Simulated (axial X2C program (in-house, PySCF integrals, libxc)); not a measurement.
## Worked dissociation energy of KSn: CCSD, without spin–orbit coupling

All values were computed with an in-house all-electron X2C program for linear molecules (integrals from PySCF). Spin-free means the one-electron spin-free X2C Hamiltonian. Basis: Sn dyall-cv3z [11s12p9d4f1g], K dyall-cv3z [11s12p6d3f] (cores contracted in-house); Gaussian nuclei, density fitting, unrestricted open shells. Masses: Sn 119.902 u, K 38.964 u.

Molecular state: M_S = 3/2, Λ = 0 (beyond evenly filled blocks: σα, π+α, π-α).

Correlated methods: 13 electrons correlated (number of frozen shells: Sn 4 s, 3 p, 2 d; K 2 s, 1 p), 299 virtual spin orbitals or spinors in MP2, 90 natural virtuals in coupled cluster.

- E(Sn) (2M_S = 2, M_L = 0): -6173.890008 hartree
- E(K) (2M_S = 1, M_L = 0): -601.717537 hartree
- E(KSn) at Re: -6775.656114 hartree
- ωe: 140.4 cm⁻¹
- ωexe: 0.406 cm⁻¹

Work out De and D0.

De = -6173.890008 + (-601.717537) − (-6775.656114) = 0.04857 hartree = 1.322 eV. The zero-point energy is ωe/2 − ωexe/4 = 70 cm⁻¹ = 0.009 eV, so D0 = 1.313 eV.

Occupations by symmetry block were frozen at the best pattern of an incomplete PBE0 search. Dissociation energies refer to the lowest single-determinant-based atoms at the same level and basis. CCSD ran in a truncated set of natural virtual spinors with an MP2 remainder; without triples it tends to underbind. PBE0 can misorder states that lie within some tenths of an eV, so this need not be the ground state of the molecule. The nearest other spin-free determinant of the search, M_S = 1/2, Λ = 0, lies 0.46 eV up at the distance of the search. With the outer-core shells frozen, correlated bond lengths of heavy atoms tend to come out a few hundredths of an ångström too long. Spin-free De lacks the spin–orbit lowering of the heavy p-block atom, a tenth of an eV or more for 4p and 5p, up to an eV for 6p and one to two eV for 7p atoms, less what an open-shell molecule gains itself.

Each atomic determinant is the lowest at this level and need not be a pure term. Totals compare only within one Hamiltonian and basis.
